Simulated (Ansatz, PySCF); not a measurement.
Si(F)3(NHSiH3) (F₃H₄NSi₂), SMILES F[Si](F)(F)N[SiH3]. Atoms are numbered in the order given.

```xyz
10

F      1.6359     1.3422    -0.4572
Si     0.7814     0.1287     0.1536
F      0.0911     0.6311     1.5137
F      1.8614    -1.0000     0.5214
N     -0.4573    -0.4148    -0.8607
Si    -2.1864    -0.4289    -0.5027
H     -0.1928    -0.7743    -1.7748
H     -2.8491    -0.9936    -1.7095
H     -2.6930     0.9458    -0.2421
H     -2.4840    -1.2774     0.6831
```

Coordinates come from a B3LYP-D3(BJ)/def2-SVP optimisation. One conformer was computed; it need not be the lowest.

Two levels are set side by side: PBE-D3(BJ)/def2-SVP (Ansatz, a quantum-chemistry and plane-wave program) and B3LYP-D3(BJ)/def2-SVP (Ansatz). Each level has its own optimised geometry; the coordinates shown are those of the second. Frequencies come from the Hessian of PySCF at each geometry. Differences are taken from unrounded values.

```
quantity                            B3LYP-D3(BJ)
----------------------------------  ------------
mean bond length (Å)                       1.528
bond F1–Si2 (Å)                            1.605
bond Si2–F3 (Å)                            1.606
bond Si2–F4 (Å)                            1.605
bond Si2–N5 (Å)                            1.691
bond N5–Si6 (Å)                            1.766
bond N5–H7 (Å)                             1.017
bond Si6–H8 (Å)                            1.488
bond Si6–H9 (Å)                            1.488
bond Si6–H10 (Å)                           1.488
highest harmonic wavenumber (cm⁻¹)          3596
mean harmonic wavenumber (cm⁻¹)              936
zero-point energy (kcal/mol)               32.11
```

Q: What does PBE-D3(BJ) give, and how far is it from B3LYP-D3(BJ)? (An estimate is asked for; the answer gives what the named calculation found.)

A: 
```
quantity                            PBE-D3(BJ)  PBE-D3(BJ) minus B3LYP-D3(BJ)
----------------------------------  ----------  -----------------------------
mean bond length (Å)                     1.539                          0.011
bond F1–Si2 (Å)                          1.617                          0.012
bond Si2–F3 (Å)                          1.618                          0.012
bond Si2–F4 (Å)                          1.617                          0.012
bond Si2–N5 (Å)                          1.701                          0.010
bond N5–Si6 (Å)                          1.773                          0.008
bond N5–H7 (Å)                           1.024                          0.007
bond Si6–H8 (Å)                          1.501                          0.013
bond Si6–H9 (Å)                          1.502                          0.014
bond Si6–H10 (Å)                         1.502                          0.014
highest harmonic wavenumber (cm⁻¹)        3533                            -63
mean harmonic wavenumber (cm⁻¹)            907                            -29
zero-point energy (kcal/mol)             31.12                          -0.99
```

Exact exchange shortens and stiffens bonds; PBE has none. Differences between two approximate levels are no errors against the true value.
